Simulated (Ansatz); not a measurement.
The cluster AgPd3. Charge 0, multiplicity 2. Geometry PBE0-D4/def2-SVP, basis def2-TZVP, Ansatz.

```xyz
4

Pd   -0.100   -1.575    0.262
Pd    0.238    0.233   -1.564
Pd   -1.399    0.664    0.399
Ag    1.261    0.677    0.903
```

| run | HOMO (eV) | LUMO (eV) |
| --- | --- | --- |
| A | -4.30 | -3.44 |
| B | -7.54 | -0.26 |
| C | -6.22 | -1.47 |
| D | -6.57 | -1.44 |
| E | -5.22 | -2.87 |
| F | -5.33 | -2.50 |

In the def2 sets Ag, Pd take a core potential; there is no spin–orbit coupling. LC-ωPBE has ω = 0.4 bohr⁻¹. B3LYP takes the VWN-RPA correlation. The structure comes from a short search, and lower isomers may exist.

HOMO and LUMO are taken over both spins.

The runs used B3LYP, BHLYP, CAM-B3LYP, LC-ωPBE, PBE0, r2SCAN. Estimate which is which.

A r2SCAN (0 % exact exchange); B LC-ωPBE (range-separated); C BHLYP (50 % exact exchange); D CAM-B3LYP (range-separated); E B3LYP (20 % exact exchange); F PBE0 (25 % exact exchange). Exact exchange lowers occupied and raises empty levels; among semilocal functionals meta-GGAs tend to open the gap a little, and such runs are hard to tell apart. The gap grows from 0.86 eV (r2SCAN) to 7.27 eV (LC-ωPBE).
